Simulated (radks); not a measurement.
The numbers below are computed, except where a source is named.
Neutral arsenic inside a hard spherical wall (all orbitals vanish at R), configuration held at [Ar] 3d10 4s2 4p3 and not refilled when levels cross. Level of theory: non-relativistic Kohn-Sham, r2SCAN, spin-polarised, spherical densities, point nucleus; open shells are filled with parallel spins first; meta-GGA in the generalised Kohn-Sham scheme (a radial shooting solver on a logarithmic mesh with Libxc functionals). Eigenvalues in eV for spin up, with the zero of energy where the potential of the charges vanishes at infinity; a dash marks a level that is unbound or too diffuse for the functional's potential to be trusted. A positive occupied level is held by the wall or, in an anion where self-interaction has pushed it up, behind a barrier. The pressure on the wall is -dE/dV.

\begin{tabular}{lrrrrrrrrr}
R (bohr) & E (hartree) & kinetic (hartree) & e(3p) & e(3d) & e(4s) & e(4p) & e(5s, empty) & e(5p, empty) & pressure (GPa) \\ \hline
free & -2235.85392 & 2234.471 & -135.48 & -42.366 & -15.592 & -6.342 & - & - & 0 \\
15 & -2235.85392 & 2234.471 & -135.48 & -42.366 & -15.592 & -6.342 & 0.124 & 1.034 & < 0.0001 \\
12 & -2235.85392 & 2234.471 & -135.48 & -42.365 & -15.592 & -6.342 & 0.373 & 1.706 & 0.000103 \\
8 & -2235.85278 & 2234.482 & -135.40 & -42.280 & -15.529 & -6.277 & 1.949 & 4.923 & 0.0580 \\
7 & -2235.84938 & 2234.510 & -135.22 & -42.104 & -15.404 & -6.140 & 3.277 & 7.133 & 0.302 \\
6 & -2235.83575 & 2234.604 & -134.70 & -41.597 & -15.056 & -5.734 & 5.971 & 11.063 & 1.66 \\
4 & -2235.53464 & 2236.048 & -129.59 & -36.584 & -11.334 & -0.957 & 27.193 & 36.783 & 70.3 \\
3 & -2234.33988 & 2240.391 & -120.18 & -27.453 & -1.877 & 11.059 & 71.287 & 85.155 & 652 \\
2.5 & -2232.27834 & 2247.022 & -110.43 & -17.954 & 11.786 & 27.553 & 125.67 & 142.36 & 2440 \\
\end{tabular}
